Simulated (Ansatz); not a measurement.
`BBCBI` + H–F → `BB` + `FCBI` at 600 K and 1 bar (formal exchange of groups at a B–C bond).

Program: Ansatz. Geometries: PBE0-D4/def2-TZVP. ΔE: electronic, gas phase. CCSD(T)/CBS is the MP2 limit (def2-TZVPP, def2-QZVPP) plus CCSD(T) − MP2 in def2-TZVPP, frozen cores. This one scheme is used for every species. def2 core potentials past Kr. For I outer-core shells are correlated without core-valence functions, which leaves a few kJ/mol of doubt a bond. Each species was taken in one conformer, which may not be the lowest.

```json
{"species": "`BBCBI`", "CCSD(T)/CBS energy (Eh)": "-413.46607", "H − E (kJ/mol)": "254.6", "S (J/(mol·K))": "474.0"}
{"species": "H–F", "CCSD(T)/CBS energy (Eh)": "-100.39570", "H − E (kJ/mol)": "42.3", "S (J/(mol·K))": "194.0"}
{"species": "`BB`", "CCSD(T)/CBS energy (Eh)": "-51.92346", "H − E (kJ/mol)": "135.3", "S (J/(mol·K))": "281.4"}
{"species": "`FCBI`", "CCSD(T)/CBS energy (Eh)": "-461.88901", "H − E (kJ/mol)": "153.9", "S (J/(mol·K))": "379.1"}
```

H − E and S are ideal-gas, rigid-rotor, harmonic terms from PBE0-D4/def2-TZVP, for one conformer and one mirror image of each species. 1 Eh = 2625.50 kJ/mol, R = 8.31446 J/(mol·K).

Problem. By hand: ΔE, ΔH, ΔS and ΔG.

Solution. ΔE = (-51.92346) + (-461.88901) − (-413.46607) − (-100.39570) = 0.04930 Eh = 129.4 kJ/mol. Δ(H − E) = 135.3 + 153.9 − 254.6 − 42.3 = -7.7, so ΔH = 121.7 kJ/mol. ΔS = 281.4 + 379.1 − 474.0 − 194.0 = -7.5 J/(mol·K). ΔG = 121.7 − 600 × (-7.5)/1000 = 126.2 kJ/mol.

Problem. By hand: the equilibrium constant, and the temperature at which ΔG would vanish if ΔH and ΔS stayed fixed.

Solution. log₁₀ K = −ΔG/(RT ln 10) = -11.0. ΔH and −TΔS have one sign here, so there is no such temperature.

The number of gas molecules stays the same, so ΔS is small and ΔH decides. A doubt of 5 kJ/mol in ΔE shifts log₁₀ K by 0.4 here. Other conformers and mirror images would add mixing entropy, several J/(mol·K) or more a flexible species. Modes under 60 cm⁻¹, often nearly free rotors, make the harmonic entropy too high. These are equilibria of isolated gas molecules and say nothing of rates. Largest T1 diagnostic: 0.012 (customary marks: 0.02 for closed shells, 0.045 for open ones).

ΔS is within the doubt of such terms, so its sign, and with it that verdict, could turn.
